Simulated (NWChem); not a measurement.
Species: SnH2, singlet; SMILES [SnH2]

```xyz
3

Sn     0.0000     0.0000     0.0483
H      1.2619     0.0000    -1.2082
H     -1.2619     0.0000    -1.2082
```
Atoms are numbered in this order, from 1.

Program: NWChem. Low-valent species are run as closed-shell singlets; no triplet was tried in these runs. Coordinates come from a PBE0/def2-SVP optimisation. def2 effective core potentials on Sn; no spin-orbit coupling. Vertical excitations in the gas phase; the lowest state need not have the same character in each row.

For level LDA (Slater exchange, VWN5)/def2-SVP, full TDDFT:

- lowest excitation, singlet (eV) = 2.19
- oscillator strength of that bright state = 0.155
- orbital gap (eV) = 1.74

**Question.** Estimate the same quantities for level B3LYP/def2-SVP, full TDDFT.

**Answer.** 
- lowest excitation, singlet (eV) = 2.33
- oscillator strength of that bright state = 0.199
- orbital gap (eV) = 3.22
